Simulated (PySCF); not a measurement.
## Exercise with solution: oscillator strength and radiative lifetime

BH3OS2, SMILES B(O)(S)S.

Coordinates come from a TPSSh-D3(BJ)/def2-SVP optimisation. The values are those of a single conformer.

TDDFT-ωB97X/def2-SVPD (PySCF) puts the first singlet state with f over 0.02 at 6.79 eV (vertical), with the transition dipole (-0.064, 1.144, 0.000) in atomic units.

**Question.** Find the oscillator strength, the wavelength and the radiative lifetime that this transition would have in vacuum if emission retraced absorption.

**Answer.** 
|μ|² = 1.3128 au, so |μ| = 2.91 D. ΔE = 6.79/27.211 = 0.2495 hartree. f = (2/3) ΔE |μ|² = 0.218 (the program prints 0.218).
λ = 1239.84/6.79 = 183 nm; ν = 54765 cm⁻¹.
Einstein's coefficient A = 0.6670 ν² f s⁻¹ (ν in cm⁻¹) = 4.4e8 s⁻¹, so τ = 1/A = 2.3 ns. This state is S3; the lower singlets have f = 0.000, 0.010. The figure is the radiative limit of this one transition; relaxation, internal conversion, crossing to triplets and a medium change what is measured.
